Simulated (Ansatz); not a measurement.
```yaml
crystal:
  periodic: [false, false, false]
  atoms:
    - {symbol: O, position_ang: [-0.948529, 0.503264, -2.166876]}
    - {symbol: B, position_ang: [-0.473998, 0.055122, -1.154457]}
    - {symbol: O, position_ang: [0.045158, -0.483547, -0.064502]}
    - {symbol: B, position_ang: [0.483929, -0.161523, 1.140266]}
    - {symbol: O, position_ang: [0.893440, 0.086684, 2.245568]}
basis:
  gaussian: {orbitals: cc-pVDZ}
magnetization: {spin_polarized: true, initial_magnetization: 8}
hamiltonian: {xc: {name: r2SCAN}, dispersion: rvv10, pseudopotentials: {relativity: scalar}}
```

```sh
$ ansatz run in.yaml --threads 4 --pin off --events-out ev --progress --plain --max-ram 10444MiB
```

It prints (some lines left out):

```
Functional definition: r2SCAN+rVV10
713 factors; their error is unknown
mean field evaluation 1: about -7459.9282 eV, gradient 3.1e1 eV
mean field evaluation 2: about -7375.4036 eV, gradient 1.2e2 eV
mean field evaluation 4: about -7463.7820 eV, gradient 1.3e1 eV
mean field evaluation 8: about -7464.5952 eV, gradient 2.7e-1 eV
mean field evaluation 16: about -7464.5589 eV, gradient 2.8e-2 eV
mean field evaluation 32: about -7464.6110 eV, gradient 4.6e-5 eV
mean field -7464.61096622 eV, -274.3193933137 hartree, gradient 3.9e-6 eV, S^2 20.016909; 11 other end points of the search recorded, 0 dependent functions left out
reference -7464.61097749 eV, -274.3193937278 hartree; 21, 13 occupied and 49, 57 virtual orbitals, 713 factors
Total energy: -7464.61097749 eV, -274.3193937278 hartree
Relativity: scalar
```

In this input the spin is set far too high for this molecule. Self-consistency was reached. The result belongs to that input, not to the molecule as meant.
